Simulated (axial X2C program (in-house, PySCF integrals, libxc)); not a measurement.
**Low determinants of CaO at the PBE0 level, two-component**

Computed with an in-house relativistic program for diatomic molecules. Two-component (2c) means X2C with spin–orbit coupling and atomic mean-field two-electron Coulomb and Gaunt terms. Basis: Ca dyall-cv3z [11s12p6d4f], O dyall-av3z [7s6p3d2f] (cores contracted in-house); Gaussian nuclei, density fitting, unrestricted open shells. Masses: Ca 39.963 u, O 15.995 u.

Search at 1.796 Å (vertical energies from the lowest determinant):

```csv
ΔE (eV),state,electrons beyond evenly filled partner blocks,"electrons in ±ω = 1/2, 3/2, 5/2, 7/2"
0.00,Ω = 0,none,22 6 0 0
1.26,Ω = 1,2 × ω = 1/2,22 6 0 0
1.69,Ω = 2,"ω = 1/2, ω = 3/2",23 5 0 0
1.70,Ω = 1,"ω = -1/2, ω = 3/2",23 5 0 0
3.10,Ω = 2,"ω = 1/2, ω = 3/2",21 7 0 0
3.11,Ω = 1,"ω = -1/2, ω = 3/2",21 7 0 0
3.51,Ω = 3,2 × ω = 3/2,22 6 0 0
```

Lowest determinant, Ω = 0 (closed shell): Re = 1.794 Å, ωe = 798.0 cm⁻¹.

The determinant in row 2 of the search, Ω = 1 (⟨Sz⟩ = 1.00, ⟨Lz⟩ = 0.00 at PBE0), was followed along the bond at PBE0; measured from the minimum of the lowest determinant it gives:

Te = 1.063 eV (8571 cm⁻¹), Re = 1.942 Å, ωe = 592.7 cm⁻¹.

Q: Compare the bond of the determinant in row 2 with that of the lowest one.

A: At PBE0 its Re is 0.148 Å longer and its force constant, which goes as ωe², is 0.55 times that of the lowest determinant. T0 ≈ Te + Δωe/2 = 8571 + (-103) = 8468 cm⁻¹.

The search compares states at one distance, so a state with another bond length can lie lower; it is not exhaustive and yields mostly the lowest determinant of each block pattern, so other components and higher states of one pattern are missing. These are energies of single determinants, not of spin-adapted states; PBE0 term energies can be off by some tenths of an eV, and the functional has no current term. Open-shell Ω = 0 determinants with evenly filled partner blocks cannot be reached by this program, so the Ω shown need not be the lowest component.
